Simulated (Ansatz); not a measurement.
Geometry optimisation, DFT PBE, scalar-relativistic, plane waves, PAW in Ansatz.

Input file:

```yaml
crystal:
  lattice:
    - [5.96, 0.0, 0.0]
    - [-4.47, 7.742267, 0.0]
    - [0.0, 0.0, 5.62028]
  atoms:
    - { symbol: Cd, position: [0.0, 0.0, 0.0] }
    - { symbol: Cd, position: [0.1666667, 0.2222222, 0.5] }
    - { symbol: Cd, position: [0.0, 0.3333333, 0.0] }
    - { symbol: Cd, position: [0.1666667, 0.5555556, 0.5] }
    - { symbol: Cd, position: [0.0, 0.6666667, 0.0] }
    - { symbol: Cd, position: [0.1666667, 0.8888889, 0.5] }
    - { symbol: Cd, position: [0.5, 0.0, 0.0] }
    - { symbol: Cd, position: [0.6666667, 0.2222222, 0.5] }
    - { symbol: Cd, position: [0.5, 0.3333333, 0.0] }
    - { symbol: Cd, position: [0.6666667, 0.5555556, 0.5] }
    - { symbol: Cd, position: [0.5, 0.6666667, 0.0] }
    - { symbol: Cd, position: [0.6666667, 0.8888889, 0.5] }
    - { symbol: Li, position: [0.8345226, 0.1184998, 0.7490744] }
basis:
  ecutwfc: 420.0
kpoints:
  mp_grid: { grid: [3, 2, 3] }
hamiltonian:
  xc: pbe
scf:
  occupations: { method: gaussian, width: 0.1 }
  lower_state_search: "off"
relax:
  f_tol: 0.03
  max_steps: 60
  adjacent_minimum: "off"
```

Command:

```bash
$ ansatz run input.yaml --threads 4 --pin off --max-ram 10240MiB --backend cpu --events-out ev --progress --plain --runs-dir out
```

Q: Where does it end, and by what steps?

A: The forces met the threshold. Limits of this set-up: coarse k mesh. After 16 steps the energy has fallen by 1.964 eV; Cd10 moved furthest, 0.97 Å. Parted: Cd1–Cd2 (3.29 → 3.61 Å), Cd3–Cd7 (2.98 → 3.80 Å), Cd6–Cd10 (2.98 → 3.71 Å). Joined: Cd1–Cd10 (4.44 → 3.25 Å), Cd2–Cd11 (4.44 → 3.15 Å), Cd3–Cd10 (4.44 → 3.41 Å), Cd4–Cd7 (4.44 → 2.86 Å), Cd5–Cd8 (4.44 → 3.30 Å), Cd6–Cd9 (4.44 → 3.34 Å).

```
step  energy less start (eV)  largest force component (eV/Å)  accepted
   0                  0.0000                           1.614       yes
   1                 -1.0753                           0.403       yes
   2                 -1.3743                           0.331       yes
   3                 -1.4908                           0.130       yes
   4                 -1.5699                           0.165       yes
   5                 -1.6557                           0.125       yes
   6                 -1.7043                           0.175       yes
   7                 -1.7533                           0.035       yes
   8                 -1.7712                           0.042       yes
   9                 -1.7777                           0.063       yes
  10                 -1.7959                           0.128       yes
  11                 -1.8365                           0.095       yes
  12                 -1.8762                           0.084       yes
  13                 -1.9287                           0.087       yes
  14                 -1.9529                           0.125       yes
  15                 -1.9634                           0.037       yes
  16                 -1.9639                           0.007       yes
```

```xyz
13
Lattice="5.9600 0.0000 0.0000 -4.4700 7.7423 0.0000 0.0000 0.0000 5.6203" Properties=species:S:1:pos:R:3
Cd -0.078 -0.419 0.186
Cd -0.087 2.140 3.265
Cd -1.082 2.539 0.568
Cd -1.643 4.777 2.335
Cd -2.958 4.700 -0.656
Cd -2.718 7.348 3.412
Cd 2.803 -0.640 0.677
Cd 2.835 2.262 2.740
Cd 1.750 2.098 0.019
Cd 1.329 4.555 1.891
Cd 0.032 4.884 -0.804
Cd 0.373 7.084 2.840
Li 3.887 0.881 4.599
```

The run took 59 s on 4 threads of Intel(R) Xeon(R) 6975P-C (Granite Rapids), on a shared host, peak memory 1.1 GiB.
